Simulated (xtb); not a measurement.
C3H8N2Si, SMILES N[SiH](N)CC#C. All values are semi-empirical tight-binding results from xtb (GFN2-xTB unless named), good for trends rather than for accurate numbers. The structure is a stationary point at GFN2-xTB. This is a generated structure with no PubChem entry under its InChIKey; it may be hypothetical. One conformer was computed; it need not be the lowest.

| Property | Result |
|---|---|
| orbital gap | 5.87 eV |
| dipole moment | 1.12 D |
| zero-point energy | 65.9 kcal/mol |
| G − E(el) at 298.15 K (modified RRHO) | 45.1 kcal/mol |
| static polarisability (D4 model) | 80.0 bohr³ |
| solvation energy, GFN2-xTB/ALPB(water) | -5.1 kcal/mol |
| solvation energy, GFN2-xTB/ALPB(benzene) | -5.6 kcal/mol |
